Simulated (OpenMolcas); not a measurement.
# Ionisation energies of rubidium

```json
{"Program": "OpenMolcas", "Basis": "ANO-RCC-VTZP [7s6p3d1f]", "Scalar Hamiltonian": "DKH2, point nucleus", "Spin-orbit coupling": "RASSI with atomic mean-field integrals over the reference wave functions, term energies averaged over their components"}
```

Active shells in each charge state: the valence s, p shells, with orbitals averaged over the low states. Where CASPT2's correlated closed shells are named, they are those of the first ion.

A. CASSCF
B. SS-CASPT2, IPEA 0.25 Eh, imaginary shift 0.1 Eh (closed shells correlated: 4s 4p)
C. SS-CASPT2, IPEA 0.25 Eh, imaginary shift 0.1 Eh (closed shells correlated: 3d 4s 4p)
D. SS-CASPT2, IPEA 0 Eh, imaginary shift 0.1 Eh (closed shells correlated: 4s 4p)
E. SS-CASPT2, IPEA 0.25 Eh, imaginary shift 0.1 Eh (closed shells correlated: none)

Energies in eV between the lowest computed levels, named as in B; reference values from the NIST Atomic Spectra Database with their kind.

```
        From           To      A      B      C      D      E  Spin-orbit share in B         Reference
Rb 5s 2S 1/2  Rb+ 4p6 1S0  3.799  4.080  4.084  4.104  3.799                 +0.000  4.177 (measured)
```

Error against the reference values, in %:

```json
{"From": "Rb", "Reference": "measured", "A": "-9.0", "B": "-2.3", "C": "-2.2", "D": "-1.7", "E": "-9.0"}
```

Absolute error against the one measured value: A 0.38 eV, B 0.10 eV, C 0.09 eV, D 0.07 eV, E 0.38 eV. D lies closest.
